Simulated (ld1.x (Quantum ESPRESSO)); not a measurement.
**u(r) = r·R(r): atom against pseudo-atom (Fe (Z = 26))**

Columns: radius, all-electron u(r) and pseudo u(r) of the 3d shell (level -8.02 eV) of iron in the configuration [Ne] 3s2 3p6 3d6 4s2 4p0; LDA (PZ), non-relativistic, RRKJ scheme, ld1.x (Quantum ESPRESSO) 7.5.

```csv
r (bohr),all-electron,pseudo
0.128,0.1200,0.0167
0.255,0.4179,0.1185
0.382,0.6842,0.3344
0.510,0.8481,0.6206
0.638,0.9162,0.8818
0.765,0.9187,1.0331
0.893,0.8831,1.0486
1.020,0.8286,0.9617
1.148,0.7654,0.8353
1.275,0.7010,0.7232
1.402,0.6384,0.6413
1.530,0.5789,0.5789
1.658,0.5238,0.5238
1.785,0.4737,0.4737
1.912,0.4281,0.4281
2.040,0.3864,0.3864
2.168,0.3488,0.3488
2.295,0.3151,0.3151
2.422,0.2848,0.2848
2.550,0.2571,0.2571
2.678,0.2322,0.2322
2.805,0.2099,0.2099
2.932,0.1898,0.1898
3.060,0.1715,0.1715
3.188,0.1550,0.1550
3.315,0.1403,0.1403
```

**Question.** How many radial nodes do the two functions have?

**Answer.** The all-electron 3d function has n − l − 1 = 0; the pseudo-wave has 0.

**Question.** At about which radius was the pseudo-wave matched?

**Answer.** 1.55 bohr, where the columns begin to agree (steps of 0.13 bohr).

**Question.** Is the pseudo-wave norm-conserving?

**Answer.** Yes: the RRKJ scheme keeps the norm inside the radius equal to the all-electron one, which fixes the energy derivative of the logarithmic derivative at the level.
